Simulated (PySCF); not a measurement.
Compound: C9H8F2Si.
Z-matrix (Å and degrees, PBE0-D3(BJ)/def2-SVP geometry), rows numbered from 1:
```
F 
C   1  1.3552
F   2  1.3557  1  106.59
C   2  1.4997  1  111.03  3   121.21
C   4  1.3969  2  119.12  1   120.35
C   5  1.3923  4  121.08  2  -179.79
C   6  1.3970  5  119.75  4    -0.03
C   7  1.3915  6  120.12  5    -0.02
C   4  1.4035  2  121.59  1   -59.48
C   9  1.4782  4  125.39  2    -0.28
C  10  1.3499  9  117.39  4  -179.93
Si 11  1.8693 10  108.60  9    -0.13
H   2  1.1039  1  108.08  3  -115.97
H   5  1.0938  4  119.23  2     0.14
H   6  1.0921  5  119.96  4   179.98
H   7  1.0935  6  119.45  5  -179.99
H  10  1.0928  9  119.40  4     0.00
H  11  1.0919 10  121.46  9   179.84
H  12  1.4950  8  113.33  7   -62.26
H  12  1.4948  8  113.67  7    61.79
```

Level: PBE0/pcSseg-1 in PySCF, non-relativistic, on one gas-phase PBE0-D3(BJ)/def2-SVP geometry that isn't relaxed in the solvent. The solvent is an IEF-PCM continuum (van der Waals radii × 1.2). Only the electrostatic response of the medium enters.

Gas phase at PBE0/pcSseg-1: HOMO -6.90 eV, LUMO -1.71 eV, dipole 2.01 D.

Q: What does the continuum do to the energy, the frontier levels and the dipole at PBE0/pcSseg-1 in acetonitrile and dimethylsulfoxide?

A: 
```json
{"solvent": "acetonitrile", "ε": "35.69", "E(solvent) − E(gas) (kJ/mol)": "-21.21", "polarisation term (kJ/mol)": "-24.65", "distortion of the solute (kJ/mol)": "3.44", "HOMO (eV)": "-6.88", "LUMO (eV)": "-1.68", "dipole (D)": "2.72"}
{"solvent": "dimethylsulfoxide", "ε": "46.83", "E(solvent) − E(gas) (kJ/mol)": "-21.48", "polarisation term (kJ/mol)": "-25.02", "distortion of the solute (kJ/mol)": "3.54", "HOMO (eV)": "-6.88", "LUMO (eV)": "-1.68", "dipole (D)": "2.73"}
```

The polarisation term is half the interaction of the solute with the surface charges that it induces; the rest is the cost of distorting the solute's density. The sum is the electrostatic part of solvation alone. From acetonitrile to dimethylsulfoxide the lowering changes by a factor 1.01, Onsager's factor (ε − 1)/(2ε + 1) by 1.01 and ε itself by 1.3.

Q: Which radius a makes the point-dipole formula ΔE = −[(ε − 1)/(2ε + 1)]·μ²/a³ give the value in dimethylsulfoxide, with the gas-phase dipole?

A: μ = 0.792 au and |ΔE| = 0.00818 Eh give a = 1.77 Å; the farthest nucleus lies 3.75 Å from the centroid of the nuclei, so such a sphere wouldn't even hold the nuclei. The formula assumes a rigid point dipole at the centre of a sphere.

Q: Which Hirshfeld charges (PBE0/pcSseg-1) respond most in acetonitrile (means over atoms taken as equivalent)?

A: 
| atoms | environment | gas (e) | solvent (e) | change |
| --- | --- | --- | --- | --- |
| H13 | methine hydrogen | +0.050 | +0.065 | +0.015 |
| H14 | aromatic hydrogen | +0.052 | +0.066 | +0.014 |
| C9 | substituted aromatic carbon | 0.000 | -0.012 | -0.012 |
| F1/F3 | fluorine of a CF2 group | -0.102 | -0.112 | -0.010 |
| C10 | alkene CH carbon | -0.039 | -0.049 | -0.010 |
| H15 | aromatic hydrogen | +0.054 | +0.063 | +0.009 |
| H16 | aromatic hydrogen | +0.053 | +0.063 | +0.010 |
| C4 | substituted aromatic carbon | -0.030 | -0.037 | -0.007 |

Q: Which Mayer bond orders change most in acetonitrile?

A: 
```tsv
bond	length (Å)	gas	solvent	change
F1–C2	1.355	0.933	0.919	-0.014
C2–F3	1.356	0.932	0.918	-0.014
C9–C4	1.403	1.283	1.271	-0.012
C2–C4	1.500	1.038	1.049	+0.011
C8–C9	1.414	1.387	1.378	-0.009
C2–H13	1.104	0.957	0.950	-0.007
C9–C10	1.478	1.130	1.123	-0.007
C6–C7	1.397	1.418	1.412	-0.006
```

Hardware: one thread, Arm Neoverse V2 (aarch64), no GPU, shared host with 96 logical CPUs at a one-minute load of 41. Cost: 55 s wall, 1.4 GiB resident at most. This is the whole shielding run at PBE0/pcSseg-1 in dimethylsulfoxide, SCF included.
